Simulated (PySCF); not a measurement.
# UHF on O (oxygen, neutral)

Configuration: [He] 2s2 2p4, high-spin 3P determinant. Calculation: PySCF 2.14, in def2-SVP; no relativity, point nucleus.

```
Total energy                                                  : -74.720101 hartree
One-electron energy                                           : -103.1646 hartree
Hartree (Coulomb) energy                                      : 36.6533 hartree
Exchange energy                                               : -8.2088 hartree
Kinetic energy                                                : 74.72804 hartree
⟨S²⟩                                                          : 2.0053
⟨L²⟩                                                          : 2.007
Sum of ⟨r⟩                                                    : 7.579 bohr
Sum of ⟨r²⟩                                                   : 10.93 bohr²
Traceless quadrupole moment −½Σ⟨3z² − r²⟩ along its main axis : -0.857 e·bohr²
Density at the nucleus (Gaussians lack the cusp)              : 281 bohr⁻³
Spin density at the nucleus                                   : 0.789 bohr⁻³
Langevin diamagnetic susceptibility                           : -8.66 ×10⁻⁶ cm³/mol
Time after the integrals                                      : 0.07 s of wall time on 1 thread of AMD EPYC 7B13 (shared host)
```

```csv
shell,electrons,mean orbital energy (hartree),spread (hartree),"rms radius, mean of both spins (bohr)"
1s α,1,-20.69692,0,0.231
1s β,1,-20.61525,0,0.231
2s α,1,-1.38502,0,1.27
2s β,1,-1.04828,0,1.27
2p α,3,-0.67074,0.09683,1.38
2p β,1,-0.51798,0,1.38
```
